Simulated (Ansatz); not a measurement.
Ansatz (a program for electronic structure) job for WBr₄, SMILES [Br][W]([Br])([Br])[Br] (connectivity only; charge and spin as stated), neutral, multiplicity 3, PBE/def2-TZVPD. Geometry: B3LYP-D3(BJ)/def2-SVP. The multiplicity is an assumed one; other spin states were not compared. The def2 effective core potentials stand for the cores of W; spin–orbit coupling is left out.

Ansatz 0.2 input:
```yaml
crystal:
  periodic: [false, false, false]
  atoms:
    - {symbol: W, position_ang: [-0.00000000, 0.00000000, 0.00000000]}
    - {symbol: Br, position_ang: [1.39668233, 1.39668233, -1.39668233]}
    - {symbol: Br, position_ang: [-1.39668232, 1.39668232, 1.39668232]}
    - {symbol: Br, position_ang: [-1.39668233, -1.39668233, -1.39668232]}
    - {symbol: Br, position_ang: [1.39668233, -1.39668232, 1.39668233]}
basis:
  gaussian:
    orbitals: def2-TZVPD
hamiltonian:
  xc: {name: PBE}
magnetization: {spin_polarized: true, initial_magnetization: 2}
```

Log of the run:

```
WARN ansatz: RAYON_NUM_THREADS=2 ignored (pool sized by the plan → 2); use --threads N
Functional definition: PBE
integrals: 0.42 GiB planned
2026 factors; their error is unknown
mean field: 2.32 GiB planned
mean field evaluation 1: about -281974.5342 eV, gradient 1.8e1 eV
mean field evaluation 2: about -281966.6632 eV, gradient 4.1e1 eV
mean field evaluation 4: about -281975.6678 eV, gradient 3.1e0 eV
mean field evaluation 8: about -281975.7091 eV, gradient 8.1e-2 eV
mean field evaluation 16: about -281975.6941 eV, gradient 1.0e-4 eV
mean field evaluation 32: about -281974.7131 eV, gradient 3.2e-4 eV
mean field evaluation 64: about -281974.4944 eV, gradient 3.7e0 eV
mean field -281975.69407957 eV, -10362.4156274339 hartree, gradient 1.6e-5 eV, S^2 2.010811; 9 other end points of the search recorded, 0 dependent functions left out
reference -281975.69415787 eV, -10362.4156303117 hartree; 78, 76 occupied and 193, 195 virtual orbitals, 2026 factors
Total energy: -281975.69415787 eV, -10362.4156303117 hartree
```

Self-consistency was reached.
